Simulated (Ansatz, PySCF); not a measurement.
Gas-phase reaction in SMILES: O=C=N[Si](F)(F)F [trifluoro(isocyanato)silane] + 8 [H][H] (H2) → C (CH4) + 3 F (HF) + N (NH3) + O (H2O) + [SiH4] (SiH4)
Structures are relaxed separately at B3LYP-D3(BJ)/def2-TZVP in Ansatz (a first-principles code), one conformer each, not searched for the lowest.

Quantity: energy of full hydrogenation (enthalpy at 298 K, with B3LYP-D3(BJ) rigid-rotor harmonic-oscillator terms from PySCF), in eV. Valence correlation only, unless marked. Spin-orbit coupling is left out. Non-relativistic. CBS marks a two-point X^-3 extrapolation of the correlation energy; Hartree-Fock from the larger set. [CCSD(T)-MP2]/basis is that difference in the basis named.

```tsv
level	program	energy of full hydrogenation (eV)	minus last row
HF/6-31G	Ansatz	0.40	-2.26
HF/cc-pV(D+d)Z	Ansatz	1.57	-1.09
HF/cc-pV(T+d)Z	Ansatz	2.60	-0.06
HF/cc-pV(Q+d)Z	Ansatz	2.64	-0.02
SVWN5/def2-TZVPD	Ansatz	1.97	-0.69
BHLYP/def2-TZVPD	Ansatz	2.46	-0.20
r2SCAN0-D4/def2-TZVPD	Ansatz + dftd4	2.67	0.01
r2SCAN0/def2-TZVPD	Ansatz	2.64	-0.02
LC-wPBE/def2-TZVPD	Ansatz	2.12	-0.54
B2PLYP/def2-TZVPD	Ansatz	2.91	0.25
RPA@PBE/cc-pV(T+d)Z	Ansatz	2.84	0.18
RI-MP2/aug-cc-pV(T+d)Z	Ansatz	2.71	0.05
RI-MP2/aug-cc-pV(Q+d)Z	Ansatz	2.83	0.17
SCS-MP2/6-31G	Ansatz	2.44	-0.22
SCS-MP2/aug-cc-pV(D+d)Z	Ansatz	1.61	-1.05
CCSD/cc-pV(D+d)Z	Ansatz	1.90	-0.76
CCSD(T)/aug-cc-pV(D+d)Z	Ansatz	1.31	-1.35
CCSD(T)/cc-pV(T+d)Z	Ansatz	2.72	0.06
CCSD(T)/cc-pwCVTZ	Ansatz	2.89	0.23
RI-MP2/CBS(aug-cc-pV(T+d)Z,aug-cc-pV(Q+d)Z)+[CCSD(T)-MP2]/aug-cc-pV(D+d)Z	Ansatz	2.57	-0.09
CCSD(T)/CBS(cc-pV(T+d)Z,cc-pV(Q+d)Z)	Ansatz	2.66	0.00
```
